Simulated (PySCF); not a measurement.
C3H3 (SMILES [C]#CC), doublet, at a GFN2-xTB geometry; CISD/def2-SV(P) run with PySCF.

Input for PySCF:
```python
from pyscf import gto, scf, ci

mol = gto.M(
    atom='''
C     0.001759   -0.000791    0.334463
C     0.008043   -0.003618    1.529031
C    -0.005905    0.002656   -1.122681
H     0.039968    1.030221   -1.479448
H     0.857477   -0.551204   -1.487490
H    -0.920825   -0.468500   -1.477940
''',
    basis='def2-sv(p)',
    charge=0,
    spin=1,
    verbose=4,
)

mf = scf.UHF(mol)
mf.kernel()

myci = ci.CISD(mf)
myci.kernel()
print('E(CISD) = %.10f' % myci.e_tot)
mf.analyze()
```

What the program printed (banner, timings and long lists left out):

```
PySCF version 2.14.0

[INPUT] verbose = 4
[INPUT] num. atoms = 6
[INPUT] num. electrons = 21
[INPUT] charge = 0
[INPUT] spin (= nelec alpha-beta = 2S) = 1
[INPUT] symmetry False subgroup None
[INPUT] Mole.unit = angstrom
[INPUT] Symbol           X                Y                Z      unit          X                Y                Z       unit  Magmom
[INPUT]  1 C      0.001759000000  -0.000791000000   0.334463000000 AA    0.003324028253  -0.001494773365   0.632043468800 Bohr   0.0
[INPUT]  2 C      0.008043000000  -0.003618000000   1.529031000000 AA    0.015199067220  -0.006837029119   2.889449825970 Bohr   0.0
[INPUT]  3 C     -0.005905000000   0.002656000000  -1.122681000000 AA   -0.011158832766   0.005019112587  -2.121559615253 Bohr   0.0
[INPUT]  4 H      0.039968000000   1.030221000000  -1.479448000000 AA    0.075528573747   1.946835537776  -2.795751535536 Bohr   0.0
[INPUT]  5 H      0.857477000000  -0.551204000000  -1.487490000000 AA    1.620396688114  -1.041624598765  -2.810948713029 Bohr   0.0
[INPUT]  6 H     -0.920825000000  -0.468500000000  -1.477940000000 AA   -1.740107058653  -0.885336689359  -2.792901828540 Bohr   0.0

nuclear repulsion = 53.4043267377129
number of shells = 24
number of NR pGTOs = 84
number of NR cGTOs = 48
basis = def2-sv(p)
ecp = {}

******** <class 'pyscf.scf.uhf.UHF'> ********
method = UHF
initial guess = minao
damping factor = 0
level_shift factor = 0
DIIS = <class 'pyscf.scf.diis.CDIIS'>
diis_start_cycle = 1
diis_space = 8
diis_damp = 0
SCF conv_tol = 1e-09
SCF conv_tol_grad = None
SCF max_cycles = 50
direct_scf = True
direct_scf_tol = 1e-13
number electrons alpha = 11  beta = 10
Set gradient conv threshold to 3.16228e-05
init E= -115.500676258378

cycle= 1 E= -115.012656951174  delta_E= 0.488  |g|= 0.266  |ddm|= 1.76
cycle= 2 E= -115.067512715526  delta_E= -0.0549  |g|= 0.131  |ddm|= 0.564
cycle= 3 E= -115.077568276877  delta_E= -0.0101  |g|= 0.0393  |ddm|= 0.196
cycle= 4 E= -115.079529094895  delta_E= -0.00196  |g|= 0.0108  |ddm|= 0.102
cycle= 5 E= -115.079717900988  delta_E= -0.000189  |g|= 0.00497  |ddm|= 0.0382
cycle= 6 E= -115.079764818812  delta_E= -4.69e-05  |g|= 0.00267  |ddm|= 0.0145
cycle= 7 E= -115.079784949538  delta_E= -2.01e-05  |g|= 0.00175  |ddm|= 0.0073
cycle= 8 E= -115.079800316713  delta_E= -1.54e-05  |g|= 0.00108  |ddm|= 0.00866
cycle= 9 E= -115.079808608409  delta_E= -8.29e-06  |g|= 0.000544  |ddm|= 0.00841
cycle= 10 E= -115.079810375073  delta_E= -1.77e-06  |g|= 0.000273  |ddm|= 0.00367
cycle= 11 E= -115.079810781489  delta_E= -4.06e-07  |g|= 0.000105  |ddm|= 0.00175
cycle= 12 E= -115.079810827024  delta_E= -4.55e-08  |g|= 3.39e-05  |ddm|= 0.000533
cycle= 13 E= -115.079810830384  delta_E= -3.36e-09  |g|= 1.27e-05  |ddm|= 0.000133
cycle= 14 E= -115.079810830725  delta_E= -3.41e-10  |g|= 5.87e-06  |ddm|= 3.98e-05
Extra cycle  E= -115.079810830789  delta_E= -6.4e-11  |g|= 4.47e-06  |ddm|= 1e-05
converged SCF energy = -115.079810830789  <S^2> = 0.75552843  2S+1 = 2.0055208

******** <class 'pyscf.ci.ucisd.UCISD'> ********
CISD nocc = (np.int64(11), np.int64(10)), nmo = (48, 48)
max_cycle = 50
direct = 0
conv_tol = 1e-09
max_cycle = 50
max_space = 12
lindep = 0
nroots = 1
Init t2, MP2 energy = -0.325325314203173
UCISD converged
E(UCISD) = -115.4073689668372  E_corr = -0.3275581360480171
E(CISD) = -115.4073689668
**** SCF Summaries ****
Total Energy =                        -115.079810830789214
Nuclear Repulsion Energy =              53.404326737712879
One-electron Energy =                 -259.209262097951694
Two-electron Energy =                   90.725124529449616
Two-electron Coulomb Energy =          107.275040910765199
DFT Exchange-Correlation Energy =      -16.549916381315583
**** MO energy ****
                             alpha | beta                alpha | beta
MO #1   energy= -11.2766086833261  | -11.2774427408626  occ= 1 | 1
MO #2   energy= -11.2754096520014  | -11.2614482445137  occ= 1 | 1
MO #3   energy= -11.2480194869964  | -11.242086050669   occ= 1 | 1
MO #4   energy= -1.12057487340338  | -1.06358335416419  occ= 1 | 1
MO #5   energy= -0.996538940083078 | -0.962824434015998 occ= 1 | 1
MO #6   energy= -0.678753612034239 | -0.663766127362309 occ= 1 | 1
MO #7   energy= -0.642476762353815 | -0.62643699540154  occ= 1 | 1
MO #8   energy= -0.630549296568493 | -0.614786796468539 occ= 1 | 1
MO #9   energy= -0.472794635366166 | -0.423816517562884 occ= 1 | 1
MO #10  energy= -0.438961516651763 | -0.41120850666976  occ= 1 | 1
MO #11  energy= -0.430915552488836 | -0.0039717398678345 occ= 1 | 0
MO #12  energy= 0.162916757694493  | 0.165126089198852  occ= 0 | 0
MO #13  energy= 0.174747789686311  | 0.200956812890705  occ= 0 | 0
MO #14  energy= 0.196025665911351  | 0.220854420549407  occ= 0 | 0
MO #15  energy= 0.255029184160483  | 0.27067694854072   occ= 0 | 0
MO #16  energy= 0.266708645199445  | 0.304471081423677  occ= 0 | 0
MO #17  energy= 0.340005202151685  | 0.352294403659375  occ= 0 | 0
MO #18  energy= 0.450304608249986  | 0.462970388030362  occ= 0 | 0
MO #19  energy= 0.536050727463539  | 0.548475459127005  occ= 0 | 0

To work with the spin densities directly, `use mulliken_meta_spin()` only printing them here.

 ** Mulliken spin pop alpha/beta on meta-lowdin orthogonal AOs **
 ** Mulliken Spin Density (per AO)  **
spin_pop of  0 C 1s       -0.00000
spin_pop of  0 C 2s        0.03609
spin_pop of  0 C 3s       -0.00098
spin_pop of  0 C 2px       0.12253
spin_pop of  0 C 2py       0.48411
spin_pop of  0 C 2pz       0.00884
spin_pop of  0 C 3px       0.00014
spin_pop of  0 C 3py       0.00074
spin_pop of  0 C 3pz      -0.00072
spin_pop of  0 C 3dxy     -0.00002
spin_pop of  0 C 3dyz      0.00136
spin_pop of  0 C 3dz^2    -0.00105
spin_pop of  0 C 3dxz      0.00028
spin_pop of  0 C 3dx2-y2   -0.00002
spin_pop of  1 C 1s       -0.00000
spin_pop of  1 C 2s        0.00970
spin_pop of  1 C 3s        0.00022
spin_pop of  1 C 2px       0.03400
spin_pop of  1 C 2py       0.32337
spin_pop of  1 C 2pz      -0.01879
spin_pop of  1 C 3px       0.00014
spin_pop of  1 C 3py       0.00035
spin_pop of  1 C 3pz      -0.00115
spin_pop of  1 C 3dxy     -0.00001
spin_pop of  1 C 3dyz      0.00243
spin_pop of  1 C 3dz^2    -0.00029
spin_pop of  1 C 3dxz      0.00052
spin_pop of  1 C 3dx2-y2   -0.00001
spin_pop of  2 C 1s        0.00000
spin_pop of  2 C 2s       -0.00862
spin_pop of  2 C 3s        0.00008
spin_pop of  2 C 2px      -0.00693
spin_pop of  2 C 2py      -0.00999
spin_pop of  2 C 2pz      -0.02817
spin_pop of  2 C 3px       0.00020
spin_pop of  2 C 3py       0.00059
spin_pop of  2 C 3pz       0.00001
spin_pop of  2 C 3dxy      0.00003
spin_pop of  2 C 3dyz      0.00025
spin_pop of  2 C 3dz^2    -0.00011
spin_pop of  2 C 3dxz      0.00007
spin_pop of  2 C 3dx2-y2    0.00006
spin_pop of  3 H 1s        0.02657
spin_pop of  3 H 2s        0.00039
spin_pop of  4 H 1s        0.00397
spin_pop of  4 H 2s        0.00002
spin_pop of  5 H 1s        0.01955
spin_pop of  5 H 2s        0.00027
 ** Mulliken Spin Density (per atom)  **
spin density of  0 C =      0.65129
spin density of  1 C =      0.35046
spin density of  2 C =     -0.05253
spin density of  3 H =      0.02697
spin density of  4 H =      0.00399
spin density of  5 H =      0.01983
 ** Mulliken pop alpha/beta on meta-lowdin orthogonal AOs **
 ** Mulliken pop       alpha | beta **
In total            11.00000 | 10.00000
 ** Mulliken atomic charges   ( Nelec_alpha | Nelec_beta ) **
charge of  0C =      0.05703  (     3.29713      2.64584 )
charge of  1C =     -0.17568  (     3.26307      2.91261 )
charge of  2C =     -0.22728  (     3.08738      3.13990 )
charge of  3H =      0.12087  (     0.45305      0.42608 )
charge of  4H =      0.10815  (     0.44792      0.44393 )
charge of  5H =      0.11691  (     0.45146      0.43163 )
Dipole moment(X, Y, Z, Debye): -0.05229,  0.04688, -4.04900
```
